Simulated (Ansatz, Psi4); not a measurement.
Relaxed torsion scan: SMILES [OH][Ge]([OH])([OH])[OH] (H4GeO4). Scanned: dihedral O3–Ge2–O1–H6; all other coordinates were relaxed at B3LYP-D3(BJ)/def2-SVP. Points at φ and −φ are mirror images. Heavy atoms are numbered in the order of the SMILES [OH][Ge]([OH])([OH])[OH], hydrogens after them in the order of the atoms that carry them; the mirror image has the same energies with the sign of each dihedral reversed.

- B3LYP-D3(BJ)/def2-TZVP // B3LYP-D3(BJ)/def2-SVP (Psi4)
- MP2/cc-pVTZ = MP2 on RHF/cc-pVTZ, cores with 3d frozen // B3LYP-D3(BJ)/def2-SVP (Ansatz, a program for electronic structure)
- M06-2X/def2-TZVP // B3LYP-D3(BJ)/def2-SVP (Psi4)
- CCSD(T)/cc-pVTZ = CCSD(T) on RHF/cc-pVTZ, cores with 3d frozen // B3LYP-D3(BJ)/def2-SVP run with Ansatz

Energies relative to the lowest point of each profile, in kJ/mol:

```csv
φ / °,B3LYP-D3(BJ)/def2-TZVP,MP2/cc-pVTZ,M06-2X/def2-TZVP
-160,0.00,0.18,0.00
-140,0.28,0.63,0.25
-120,1.78,2.24,1.69
-100,0.10,0.49,0.06
-80,0.00,0.06,0.00
-60,1.25,1.07,1.29
0,1.58,2.08,1.57
20,0.06,0.35,0.01
80,0.00,0.06,0.00
100,0.10,0.49,0.06
140,0.28,0.63,0.25
160,0.00,0.18,0.00
```

**Question.** What does CCSD(T)/cc-pVTZ give at the same points?

**Answer.** -160: 0.18; -140: 0.63; -120: 2.21; -100: 0.48; -80: 0.05; -60: 1.08; 0: 2.06; 20: 0.35; 80: 0.05; 100: 0.48; 140: 0.63; 160: 0.18 (kJ/mol).
